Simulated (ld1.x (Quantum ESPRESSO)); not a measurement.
# Cu (Z = 29): TM semilocal pseudisation with LDA (PZ), scalar-relativistic reference atom.

* Element: copper (Cu)
* Generator: ld1.x (Quantum ESPRESSO) 7.5
* Type: norm-conserving Troullier–Martins (semilocal form)
* Functional: LDA (PZ)
* Relativity: scalar-relativistic
* Frozen core: [Ne]
* Valence charge: 19
* Reference configuration: 3s2 3p6 3d8 4s0 4p0 (charge +3)
* Partial waves: 3s (bound): rc 1.05 bohr; 3p (bound): rc 0.80 bohr; 3d (bound): rc 1.00 bohr
* Local potential: the d channel
* Core correction: none

All-electron outer shells of the reference configuration (LDA (PZ), scalar-relativistic, ld1.x):

```tsv
shell	level (eV)	outermost node (bohr)	outermost maximum (bohr)
2p	-963.71	–	0.16
3s	-160.16	0.29	0.61
3p	-117.73	0.26	0.62
3d	-49.25	–	0.58
4s	-34.63	0.86	1.81
4p	-26.02	0.92	2.08
```

Task: Does the generator finish with these settings?

Result: Yes, a potential is produced.

Task: Estimate the cutoffs (Ry, on a coarse ladder) from which the occupation-weighted sum of valence levels, in a spherical-Bessel basis at the reference potential, stays within 10 and 1 mRy of its value at 400 Ry.

Result: 230 Ry and over 300 Ry.

Task: Which valence shell sets the plane-wave cutoff?

Result: 3d: its level needs 230 Ry to come within 1 mRy, against 180 Ry for 3p.

Task: Tests: 3s2 3p6 3d10 4s1 4p0; 3s2 3p6 3d10 4s0 4p0; 3s2 3p6 3d9 4s0 4p0; 3s2 3p6 3d10 4s0 4p1; 3s2 3p6 3d9 4s1 4p0; 3s2 3p6 3d10 4s0.5 4p0; 3s2 3p6 3d7 4s0 4p0. Which has the largest error in its energy relative to the reference configuration, and how large is it?

Result: 3s2 3p6 3d9 4s1 4p0, with +803 meV (all-electron minus pseudo) on -57.58 eV.
